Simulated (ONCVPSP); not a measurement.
Before and after: ONCV potential for caesium

ONCVPSP 4.0.1 input, shortened (lines: element, Z, core and valence counts, functional; n l f; lmax; l rc ep ncon nbas qcut; lloc lpopt rc5 dvloc0; l nproj debl; icmod fcfact rcfact), LDA (Perdew-Wang 92), fully relativistic:

```
  Cs 55.00   10    2  -001012      upf
    1    0    2.00
    2    0    2.00
    2    1    6.00
    3    0    2.00
    3    1    6.00
    3    2   10.00
    4    0    2.00
    4    1    6.00
    4    2   10.00
    5    0    2.00
    5    1    6.00
    6    0    1.00
    2
    0    4.00    0.00    4    8    1.30
    1    2.05    0.00    3    7    3.30
    2    3.05    0.03    4    8    3.40
    4    5    1.65    6.00
    0    2    1.30
    1    2    1.00
    2    2    2.30
    0    0.00    0.00
```

Open shells are filled in proportion to 2j + 1.

In the d channel the program set the typed energies aside and used 0.050, 2.350 Ha (j = l + 1/2; the other j can differ).

All-electron outer shells of the reference configuration (LDA (PZ), scalar-relativistic, ld1.x):

```csv
shell,level (eV),outermost node (bohr),outermost maximum (bohr)
5p,-13.61,0.89,1.76
6s,-2.23,2.10,4.68
```

Change: local potential polynomial inside 1.80 bohr (lpopt 5, dvloc0 2 Ha).

Cutoffs: the cutoffs (Ha) at which the residual kinetic energy of the hardest occupied pseudo-wave falls to 1 and 0.1 mHa per electron; they do not see the model core or the augmentation charge, which bear on the density cutoff. Errors are all-electron minus pseudo energies relative to the spin-unpolarised reference configuration.

Task: How do hardness, ghosts and transferability respond?

Result: The potential gets neither clearly harder nor softer (14 Ha and 40 Ha → 14 Ha and 40 Ha); a bound ghost appears in s, which as a rule spoils a file; the lowest positive-energy flag moves from s at 18.3 eV to s at 49.6 eV; the errors of the 4 common tests hardly move; the range in which the p1/2 phases agree narrows (upper end at the end of the scan → 2.9). In the separable form a ghost depends on how the local part lies against the semilocal potential of the channel, so the choice of the local part can create or remove one.

| quantity | base | changed |
| --- | --- | --- |
| cutoff, loose | 14 Ha | 14 Ha |
| cutoff, tight | 40 Ha | 40 Ha |
| bound ghosts | none | s |
| GHOST(+) flags under 300 eV | s at 18.3 eV | s at 49.6 eV |
| error for 5p6 6s0, meV [ΔE 4.00 eV] | +3.1 | +3.1 |
| error for 5p6 6s0.5, meV [ΔE 1.55 eV] | +0.6 | +0.5 |
| error for 5p6 6s0 6p1, meV [ΔE 1.47 eV] | +0.4 | +0.4 |
| error for 5p5 6s1, meV [ΔE 18.04 eV] | -46 | -50 |
| s: phases at 4.07 bohr within 0.05 rad from the reference energy up to (Ha; the scan ends near 5) | 0.5 | 1.3 |
| p3/2: phases at 2.08 bohr within 0.05 rad from the reference energy up to (Ha; the scan ends near 5) | 3.2 | 3.0 |
| p1/2: phases at 2.08 bohr within 0.05 rad from the reference energy up to (Ha; the scan ends near 5) | to the end of the scan | 2.9 |
| d5/2: phases at 3.09 bohr within 0.05 rad from the reference energy up to (Ha; the scan ends near 5) | 4.6 | 4.4 |
| d3/2: phases at 3.09 bohr within 0.05 rad from the reference energy up to (Ha; the scan ends near 5) | 4.6 | 4.5 |

Base: These tests converged, but a pseudo level misses the all-electron one widely, so the file describes the atom poorly there or has found another state: 5p6 6s0 6p1: empty 6s by 2.8 eV. Changed file: These tests converged, but a pseudo level misses the all-electron one widely, so the file describes the atom poorly there or has found another state: 5p6 6s0 6p1: empty 6s by 2.8 eV. A true bound ghost makes a file unfit for plane-wave use even where its test errors are small: the radial tests pick states by their node count and pass the ghost by.
